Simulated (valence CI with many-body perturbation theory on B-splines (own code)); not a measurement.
Results of a calculation; reference values are marked as such.
# Assign the levels of Cr9+

Level of theory: valence CI with perturbative core correlation (CI+MBPT): five valence electrons over a frozen Dirac-Fock core [Ne], radial functions for each j: 11 s, 11 p, 10 d, 8 f, 5 g, 2 h, with the one-electron correlation potential Σ1, the two-electron term Σ2, the three-electron term Σ3, Breit, model QED; selected CI, second order for the rest, scaled by the run's own slope (own B-spline code, finite nucleus).

No measured spectrum was set against this ion. As an estimate, levels of excited configurations hold to 0.05 to 0.15 % of their energy, terms of the ground configuration to about 0.5 %. Among the levels kept, up to 3100 cm⁻¹ of a level comes from second order outside the variational space, and about a tenth of that is noise between levels of different J, which matters for small intervals.

| No. | J | Parity | E (cm⁻¹) | g |
| --- | --- | --- | --- | --- |
| 1 | 3/2 | odd | 0 | 1.992 |
| 2 | 3/2 | odd | 37332 | 0.844 |
| 3 | 5/2 | odd | 39689 | 1.200 |
| 4 | 1/2 | odd | 64261 | 0.665 |
| 5 | 3/2 | odd | 67483 | 1.298 |
| 6 | 5/2 | even | 233870 | 1.597 |
| 7 | 3/2 | even | 239960 | 1.732 |
| 8 | 1/2 | even | 242910 | 2.665 |
| 9 | 3/2 | even | 289790 | 0.806 |
| 10 | 5/2 | even | 290770 | 1.203 |
| 14 | 3/2 | even | 367720 | 0.416 |
| 15 | 5/2 | even | 370060 | 1.040 |
| 16 | 7/2 | even | 373470 | 1.243 |
| 17 | 9/2 | even | 377830 | 1.331 |

Energies count from the lowest level. Strongly mixed levels and levels close to another of their J and parity are left out, so the numbers can have gaps.

Give configuration and LS term of each level.

1: 3s²3p³ ⁴S°; 2: 3s²3p³ ²D°; 3: 3s²3p³ ²D°; 4: 3s²3p³ ²P°; 5: 3s²3p³ ²P°; 6: 3s3p⁴ ⁴P; 7: 3s3p⁴ ⁴P; 8: 3s3p⁴ ⁴P; 9: 3s3p⁴ ²D; 10: 3s3p⁴ ²D; 14: 3s²3p²3d ⁴F; 15: 3s²3p²3d ⁴F; 16: 3s²3p²3d ⁴F; 17: 3s²3p²3d ⁴F.
